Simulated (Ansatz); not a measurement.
Consider the cleavage of the Si–Si bond: `O[SiH2][SiH2]F` + `CN[SiH3]` → `CN([SiH3])[SiH2]F` + `O[SiH3]`.

Gas-phase electronic energies from Ansatz, PBE0-D4/def2-TZVP geometries. CBS: MP2 limit from def2 TZ/QZ plus the TZ coupled-cluster correction, frozen cores. This one scheme is used for every species. Each species was taken in one conformer, which may not be the lowest.

```
            species  MP2/def2-QZVPP energy (Eh)
   `O[SiH2][SiH2]F`                  -756.11234
         `CN[SiH3]`                  -385.95915
`CN([SiH3])[SiH2]F`                  -775.48323
          `O[SiH3]`                  -366.62980
```

(1) Work out ΔE.

Largest T1 diagnostic among the species: 0.012.

Results:

(1) ΔE = (-775.48323) + (-366.62980) − (-756.11234) − (-385.95915) = -0.04154 Eh = -109.1 kJ/mol. CCSD(T)/CBS gives -98.9 kJ/mol.

The D4 term adds −6.9 kJ/mol with B3LYP and −3.7 kJ/mol with PBE0; it sums over pairs of atoms, weighted by their polarisabilities, and B3LYP, whose exchange is more repulsive, gets the larger term. From PBE to PBE0 (25 % exact exchange), in def2-TZVPP and without D4, ΔE moves by −6.1 kJ/mol.

B3LYP here is the variant with VWN-RPA as its local correlation; programs differ in this.
